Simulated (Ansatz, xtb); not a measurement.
## Two isomers of C6H5BO

Structure a is `C#CC1=CB(O)C=C1`, a singlet and structure b is `C#CB1C=CC(O)=C1`, a singlet. Both are isolated molecules in the gas phase, relaxed with PBE0-D3(BJ)/def2-SVP; the shapes shown needn't be the lowest conformers.

a (Å):

```xyz
13

C    -3.4136   -2.0293    0.6981
C    -2.6008   -1.1579    0.4608
C    -1.6599   -0.1219    0.2198
C    -0.8699    0.0371   -0.8695
C    -0.5127    1.8668    0.8285
C    -1.4377    0.9809    1.2319
B    -0.0361    1.3495   -0.5935
O     0.8773    1.8715   -1.4341
H    -4.1295   -2.8057    0.8958
H    -0.8741   -0.6483   -1.7173
H     1.2854    2.6761   -1.0974
H    -0.2166    2.7325    1.4249
H    -2.0004    0.9975    2.1701
```

b (Å):

```xyz
13

C     1.2098    2.7641    1.9458
C     0.5937    1.9625    1.2633
C    -1.5925    0.2933    0.8289
C    -1.9125   -0.5164   -0.1887
C    -0.8490   -0.4580   -1.2499
C     0.1782    0.3839   -0.9493
B    -0.1873    0.9629    0.4268
O    -1.0429   -1.2176   -2.3206
H     1.7554    3.4710    2.5452
H    -2.2048    0.4271    1.7223
H    -2.7922   -1.1549   -0.3068
H    -0.3030   -1.1013   -2.9309
H     1.0392    0.5572   -1.5960
```

Quicker runs give these differences E(b) − E(a): GFN2-xTB +115.7 kJ/mol; HF/STO-3G +111.5 kJ/mol (at GFN2-xTB geometries); r2SCAN-D4/def2-SVP +110.5 kJ/mol (at GFN2-xTB geometries).

**Question.** Estimate E(b) − E(a) at the level CCSD(T)/def2-SVP + ΔMP2/def2-TZVPP.

**Answer.** Calculated at CCSD(T)/def2-SVP + ΔMP2/def2-TZVPP: E(b) − E(a) = +118.6 kJ/mol, so structure a lies lower.

Level by level:

| level | geometry | E(b) − E(a) (kJ/mol) | departure from the last row (kJ/mol) | job, with rough time for the two |
| --- | --- | --- | --- | --- |
| GFN2-xTB | GFN2-xTB | +115.7 | −2.8 | optimisation, 0.68 s |
| HF/STO-3G | GFN2-xTB | +111.5 | −7.0 | single point, 1.7 s |
| r2SCAN-D4/def2-SVP | GFN2-xTB | +110.5 | −8.1 | single point, 11 s |
| PBE0-D3(BJ)/def2-SVP | PBE0-D3(BJ)/def2-SVP | +112.7 | −5.8 | optimisation, 2.1 min |
| HF/def2-SVP | PBE0-D3(BJ)/def2-SVP | +114.9 | −3.7 | part of the CCSD(T) run |
| MP2/def2-SVP | PBE0-D3(BJ)/def2-SVP | +130.4 | +11.8 | part of the CCSD(T) run |
| CCSD(T)/def2-SVP | PBE0-D3(BJ)/def2-SVP | +127.8 | +9.2 | single point |
| CCSD(T)/def2-SVP + ΔMP2/def2-TZVPP | PBE0-D3(BJ)/def2-SVP | +118.6 |  | single point, 3.2 min |

As drawn, b has 1 C–B, 1 C–O in place of 1 C–C, 1 B–O.

None of the levels shown reverses the order. The largest departure from CCSD(T)/def2-SVP + ΔMP2/def2-TZVPP is that of MP2/def2-SVP, 11.8 kJ/mol. The last row adds to CCSD(T) the change of the MP2 difference between the two basis sets, here −9.2 kJ/mol.

With thermal terms from frequencies at re-optimised GFN2-xTB minima (ideal gas, soft modes damped towards free rotors, one conformer each, 298.15 K, 1 atm): on the last row, ΔE + ΔZPE = +117.7, ΔH = +117.9, ΔG = +117.1 kJ/mol.

The correlated steps freeze 8 core orbitals. Run with Ansatz 0.2.0, xtb 6.7.1; the last row on 2 threads of Intel(R) Xeon(R) Processor @ 2.50GHz (Skylake/Cascade Lake) on a shared host.
